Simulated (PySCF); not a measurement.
C₆ coefficients of unlike pairs at PBE0

Calculated with PySCF 2.14 from the dipole response of each species, C₆(A,B) = (3/π) ∫ α_A(iu) α_B(iu) du, in atomic units, from isotropic polarisabilities. For ions this is the dispersion term alone; charge-induced terms of lower order in 1/R come first.

```csv
species,configuration,basis,relativity,α (bohr³),C₆ (like pair)
O³⁺,[He] 2s2 2p1 (2P),dyall-acv3z (15s9p4d2f),spin-free X2C,1.355,1.265
B²⁺,[He] 2s1 (2S),aug-cc-pVQZ (6s5p4d3f2g),none,7.215,9.717
In,[Kr] 4d10 5s2 5p1 (2P),"aug-cc-pVQZ-PP with one added diffuse shell each of s, p, d, f, g type with ECP28MDF (8s8p6d4f3g)",core potential,75.17,772.8
Al³⁺,[Ne] (1S),dyall-av3z (19s12p3d2f),spin-free X2C,0.1280,0.04642
```

**Question.** Estimate C₆ for Al³⁺ with O³⁺.

**Answer.** The integral gives 0.2062. The combination rule 2 C_A C_B / (C_A α_B/α_A + C_B α_A/α_B) gives 0.1921 and the geometric mean 0.2423.

No spin-orbit coupling is included.

The other pairs:

```json
{"pair": "In, B²⁺", "C₆": "86.16"}
{"pair": "Al³⁺, B²⁺", "C₆": "0.3541"}
{"pair": "In, O³⁺", "C₆": "25.33"}
{"pair": "Al³⁺, In", "C₆": "3.098"}
{"pair": "B²⁺, O³⁺", "C₆": "2.920"}
```
